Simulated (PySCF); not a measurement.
Species: `CNCCN[Si@](C)(N)O`. The columns A, B, C and D hold Mulliken, IAO, Hirshfeld and ESP-fitted charges (e) of one PBE0/pcSseg-1 density (PySCF), in a shuffled order. Coordinates in Å (GFN2-xTB); the density's dipole moment is (0.47, 0.02, -0.54) D.

| atom | x | y | z | A | B | C | D |
| --- | --- | --- | --- | --- | --- | --- | --- |
| C1 | 2.973 | -1.495 | -0.454 | -0.302 | -0.110 | -0.314 | -0.074 |
| N2 | 2.206 | -0.284 | -0.653 | -0.415 | -0.524 | -0.492 | -0.164 |
| C3 | 1.597 | 0.208 | 0.570 | -0.157 | -0.080 | -0.047 | -0.034 |
| C4 | 0.739 | 1.442 | 0.286 | -0.138 | -0.010 | -0.131 | -0.030 |
| N5 | -0.344 | 1.178 | -0.633 | -0.701 | -0.670 | -0.802 | -0.261 |
| Si6 | -1.818 | 0.409 | -0.147 | +1.423 | +1.155 | +1.315 | +0.488 |
| C7 | -2.006 | -1.389 | -0.736 | -0.764 | -0.660 | -0.981 | -0.227 |
| N8 | -3.246 | 1.226 | -0.703 | -0.865 | -0.633 | -1.166 | -0.338 |
| O9 | -1.802 | 0.548 | 1.485 | -0.800 | -0.574 | -0.745 | -0.304 |
| H10 | 2.296 | -2.285 | -0.129 | +0.142 | +0.110 | +0.144 | +0.042 |
| H11 | 3.425 | -1.790 | -1.400 | +0.144 | +0.111 | +0.125 | +0.043 |
| H12 | 3.768 | -1.394 | 0.302 | +0.104 | +0.082 | +0.103 | +0.026 |
| H13 | 2.806 | 0.440 | -1.040 | +0.231 | +0.168 | +0.344 | +0.104 |
| H14 | 2.345 | 0.452 | 1.347 | +0.095 | +0.088 | +0.053 | +0.023 |
| H15 | 0.948 | -0.581 | 0.959 | +0.133 | +0.125 | +0.117 | +0.035 |
| H16 | 1.369 | 2.236 | -0.134 | +0.121 | +0.102 | +0.119 | +0.031 |
| H17 | 0.305 | 1.793 | 1.221 | +0.152 | +0.127 | +0.137 | +0.038 |
| H18 | 0.033 | 0.868 | -1.518 | +0.254 | +0.192 | +0.309 | +0.097 |
| H19 | -1.273 | -2.039 | -0.270 | +0.155 | +0.137 | +0.237 | +0.039 |
| H20 | -2.992 | -1.781 | -0.509 | +0.155 | +0.130 | +0.221 | +0.037 |
| H21 | -1.866 | -1.461 | -1.810 | +0.152 | +0.128 | +0.230 | +0.038 |
| H22 | -3.331 | 2.205 | -0.474 | +0.257 | +0.185 | +0.394 | +0.110 |
| H23 | -3.515 | 1.091 | -1.662 | +0.257 | +0.181 | +0.399 | +0.110 |
| H24 | -2.627 | 0.423 | 1.945 | +0.367 | +0.241 | +0.431 | +0.174 |

Problem. Which column most likely holds the ESP-fitted charges?

Solution. C. Σ q r misses the density's dipole by 0.08 D (C), 0.41 D (A), 0.66 D (D), 1.58 D (B). Charges fitted to the outside potential are the only set here that is tied to the molecule's multipoles.

Problem. And the Hirshfeld charges?

Solution. D. The mean sizes are 0.119 e (D), 0.272 e (B), 0.345 e (A), 0.390 e (C), and Hirshfeld charges are commonly the smallest of these schemes.

As computed, A = IAO, B = Mulliken, C = ESP-fitted, D = Hirshfeld. Hydrogens on carbon: IAO +0.10 to +0.16, Mulliken +0.08 to +0.14, ESP-fitted +0.05 to +0.24, Hirshfeld +0.02 to +0.04 e.

The Hirshfeld scheme divides the density at each point in proportion to the densities of the neutral, spherically averaged free atoms. The Mulliken scheme counts on each atom the diagonal of the density matrix times the overlap matrix over that atom's basis functions.

One conformer (not necessarily the lowest) at the GFN2-xTB geometry, without solvent, vibrations or thermal averaging.
